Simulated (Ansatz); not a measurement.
Born–Oppenheimer molecular dynamics of FH₃O₂Si (7 atoms, charge 0, multiplicity 1). It starts from a relaxed structure.

Method: RHF/def2-SVP in Ansatz.

```json
{
 "ensemble": "NVT, Langevin thermostat",
 "time step": "0.5 fs",
 "steps asked": "100",
 "set temperature": "700 K",
 "friction": "0.01 /fs",
 "masses": "H 10 u",
 "seed": "292112"
}
```

First frame:

```xyz
7
Properties=species:S:1:pos:R:3
Si 0.083 -0.127 0.184
H 0.049 0.261 1.588
O 1.628 -0.182 -0.305
H 1.869 -0.606 -1.114
F -0.736 0.986 -0.635
O -0.629 -1.560 -0.133
H -1.565 -1.634 -0.236
```

(1) How far do the bonds stretch over the last three quarters of this one trajectory? (Pairs bonded in most of those frames.)

Answers

(1) 
```
  bond  mean (Å)  spread (Å)  shortest  longest
Si1–H2     1.446       0.026      1.41     1.50
Si1–O3     1.622       0.029      1.59     1.70
Si1–F5     1.618       0.009      1.60     1.63
Si1–O6     1.642       0.043      1.58     1.72
 O3–H4     0.942       0.014      0.92     0.97
 O6–H7     0.949       0.022      0.91     0.98
```

Mean temperature of the second half: 432 K. The mean temperature of the second half is 38 % below the set value. A run of 0.05 ps of so small a system gives no equilibrium averages.

Time of the run: 79 s on 1 thread of Arm Neoverse V1, with other jobs on the host, peak memory 0.14 GiB.
